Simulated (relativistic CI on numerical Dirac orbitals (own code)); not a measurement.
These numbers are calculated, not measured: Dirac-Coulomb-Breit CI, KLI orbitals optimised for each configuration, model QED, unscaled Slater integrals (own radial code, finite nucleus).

The strongest absorption lines from the ground level of an ion, among the configurations computed and to levels below about 2700 eV (vacuum wavelength in Å, gf): 4.5900 (0.052), 4.5943 (0.027), 5.1168 (0.12), 5.1271 (0.064), 6.8070 (0.49), 6.8506 (0.26), 122.54 (0.095), 199.79 (0.029).

Question: Which ion is it?
A. Fe²³⁺
B. Sr³⁵⁺
C. Br³²⁺
D. Ge²⁹⁺

Answer: D. Ge²⁹⁺ has 3 electrons and the ground level 2s 2S_1/2; the strongest line goes to 3p 2P°_3/2. The pattern of lines fixes the number of electrons, and along that sequence the line energies rise steadily with the charge (about as its square where n changes within one kind of shell, about linearly where n is kept but much faster in heavy ions where fine structure, which grows about as Z⁴, sets the gap, and irregularly where shells cross), which fixes Z. Configurations outside the model, such as inner-shell arrays, can give stronger lines. At this charge energies of transitions that change n are usually good to better than 1 %, and those within a shell (Δn = 0) to a few per cent.
